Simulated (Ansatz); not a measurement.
Cl$_{2}$GeH$_{2}$S (`[SH][GeH]([Cl])[Cl]`), one more setting.

```yaml
crystal:
  periodic: [false, false, false]
  atoms:
    - {symbol: S, position_ang: [0.090795, 1.321215, -1.207299]}
    - {symbol: Ge, position_ang: [0.211185, -0.275355, 0.298102]}
    - {symbol: Cl, position_ang: [2.140892, -1.149695, 0.047351]}
    - {symbol: Cl, position_ang: [-1.274012, -1.776332, -0.061014]}
    - {symbol: H, position_ang: [-1.174308, 1.630405, -0.870881]}
    - {symbol: H, position_ang: [0.047446, 0.185862, 1.747441]}
basis:
  gaussian: {orbitals: def2-TZVPP, fitting: {mean_field: def2-universal-jkfit}}
magnetization: {spin_polarized: true, initial_magnetization: 0}
hamiltonian: {xc: {name: r2SCAN}}
output: {forces: true}
```

```sh
$ ansatz run in.yaml --threads 2 --pin off --events-out ev --progress --plain --max-ram 32768MiB --backend cpu
```

It prints (some lines left out):

```
Functional definition: r2SCAN
686 factors; integrals over basis functions are off by at most 1.4e0 eV
mean field evaluation 1: about -92432.1129 eV, gradient 1.9e1 eV
mean field evaluation 2: about -92431.5993 eV, gradient 2.6e1 eV
mean field evaluation 4: about -92433.2760 eV, gradient 1.0e0 eV
mean field evaluation 8: about -92433.2789 eV, gradient 2.6e-2 eV
mean field evaluation 16: about -92433.2789 eV, gradient 1.9e-5 eV
mean field -92433.27885835 eV, -3396.8603445178 hartree, gradient 1.9e-5 eV, S^2 0.000000; 0 other end points of the search recorded, 0 dependent functions left out
reference -92433.27886955 eV, -3396.8603449292 hartree; 42, 42 occupied and 160, 160 virtual orbitals, 686 factors
Total energy: -92433.27886955 eV, -3396.8603449292 hartree
Atom 0 at     0.090795     1.321215    -1.207299 Å, force     0.025137     0.040247    -0.041295 eV/Å
Atom 1 at     0.211185    -0.275355     0.298102 Å, force    -0.015026     0.047794     0.079833 eV/Å
Atom 2 at     2.140892    -1.149695     0.047351 Å, force     0.048604    -0.014480    -0.005102 eV/Å
Atom 3 at    -1.274012    -1.776332    -0.061014 Å, force    -0.052849    -0.052408    -0.004481 eV/Å
Atom 4 at    -1.174308     1.630405    -0.870881 Å, force    -0.013644    -0.004939     0.008470 eV/Å
Atom 5 at     0.047446     0.185862     1.747441 Å, force     0.007778    -0.016213    -0.037424 eV/Å
Dipole moment:    -0.199408     0.317548     0.190184 e Å
```

Run time 9.6 s (2 threads of an AMD EPYC 7R13 on a shared host); peak host memory 0.54 GiB.
